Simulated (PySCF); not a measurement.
Computed IR spectrum (relative IR intensity) of a molecule C5H9N. Geometry optimised at PBE-D3(BJ)/def2-SVP. Other conformers were not sampled. Calculation: PBE-D3(BJ)/def2-SVP in PySCF. Frequencies are harmonic and unscaled.

ν (cm⁻¹): 224 (m), 264 (vw), 367 (w), 419 (w), 488 (w), 668 (w), 716 (w), 793 (vs), 850 (m), 878 (m), 891 (m), 906 (w), 964 (w), 988 (w), 1001 (w), 1013 (m), 1027 (w), 1148 (vw), 1255 (w), 1324 (w), 1377 (vw), 1386 (w), 1430 (w), 1568 (m), 1664 (m), 3052 (m), 3057 (w), 3074 (w), 3086 (w), 3156 (w), 3184 (w) (against the strongest line: vs over 80 %, s over 45 %, m over 15 %, w over 4 %, vw less)

Problem. Which molecule gave these data?
A) C=CC1(N)CC1
B) C[C@]1(N)C=CC1
C) C=CC(N)C=C
D) C=C=CCNC

Solution. A, C=CC1(N)CC1
